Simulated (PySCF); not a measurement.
## Working out the excitation energy of Mg

Mg [Ne] 3s2 (1S) → Mg [Ne] 3s1 3p1 (3P). Computed with PySCF 2.14 in ANO-RCC-VTZP (5s4p2d1f, 34 functions), with scalar relativity by spin-free X2C-1e. Frozen: 1s2. Energies in hartree (1 hartree = 27.21139 eV):

| part | Mg (lower) | Mg (upper) |
| --- | --- | --- |
| UHF | -199.920104 | -199.853399 |
| CCSD correlation | -0.275627 | -0.244544 |
| (T) | -0.001868 | -0.000965 |

Task: What does Hartree-Fock give?

Result: (-199.853399) − (-199.920104) = 0.066705 hartree = 1.815 eV.

Task: What do CCSD and CCSD(T) give?

Result: The CCSD correlation energies differ by 0.031083 hartree = 0.846 eV and the triples by 0.000903 hartree = 0.025 eV, so CCSD gives 2.661 eV and CCSD(T) 2.686 eV.

Measured between the centres of the two terms (NIST): 2.714 eV, so CCSD(T) (valence and next inner shell) is off by -0.028 eV.

What remains against the reference includes basis incompleteness, the frozen core and higher excitations.
